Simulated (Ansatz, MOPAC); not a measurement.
Species: InH₂, net charge 1, singlet state. SMILES of the parent species: [InH2]

Atoms: In1, H2, H3. Bonds: In1-H2, In1-H3.

Bond lengths (Å) and angles (degrees) optimised at PM3 with MOPAC; HF/STO-3G with Ansatz (an electronic-structure program); PBE/6-31G* with LANL2DZ past Ar with Ansatz, each started from the B3LYP-D3(BJ)/def2-TZVP structure (Ansatz) of the last column. A row stands for all coordinates that are equal there. 6-31G* holds six Cartesian d functions. No wavenumbers were computed at HF/STO-3G, PBE/6-31G* with LANL2DZ past Ar, so these may be saddle points.

```tsv
coordinate	PM3	HF/STO-3G	PBE/6-31G* with LANL2DZ past Ar	B3LYP-D3(BJ)/def2-TZVP
In1-H2	1.700	1.578	1.706	1.670
H2-In1-H3	180.0	180.0	180.0	180.0
```

Mean signed difference of all 2 bond lengths from B3LYP-D3(BJ)/def2-TZVP: PM3 0.030 Å, HF/STO-3G -0.093 Å, PBE/6-31G* with LANL2DZ past Ar 0.036 Å.
